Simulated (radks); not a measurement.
Results of a calculation; reference values are marked as such.
Kinetic energies: the exact non-interacting value of the Kohn-Sham orbitals and orbital-free approximations, as 100 (|E| - |E exact|)/|E exact|, negative where the magnitude is too small. Species: Be2+ [He]; Ne [Ne]; P [Ne] 3s2 3p3; Mn+ [Ar] 3d5 4s1; Cd36+ [Ne] 3s2. Code: a radial shooting solver on a logarithmic mesh with Libxc functionals. Model: non-relativistic Kohn-Sham, PBE, spin-polarised, spherical densities, point nucleus. Every spin shell is full or empty, so the densities are truly spherical. Functionals are evaluated on that one density, not self-consistently.

| functional | Be2+ | Ne | P | Mn+ | Cd36+ |
|---|---|---|---|---|---|
| exact (hartree) | 13.5758 | 128.563 | 340.654 | 1149.59 | 4377.74 |
| Thomas-Fermi | -9.43 | -8.55 | -7.37 | -6.61 | -6.56 |
| LC94 | +1.26 | -0.17 | +0.19 | 0.00 | +0.17 |
| revAPBEK | +2.03 | +0.45 | +0.70 | +0.37 | +0.56 |
| Perdew 92 | +1.70 | -0.73 | -0.48 | -0.74 | -0.53 |
| Thakkar | +1.51 | -0.21 | 0.00 | -0.38 | -0.19 |
| LKT | +61.13 | +36.57 | +31.39 | +25.48 | +26.75 |
| PG1 | +53.65 | +30.04 | +25.48 | +20.32 | +21.54 |
| DePristo-Kress | +1.67 | -0.41 | +0.08 | -0.07 | +0.06 |
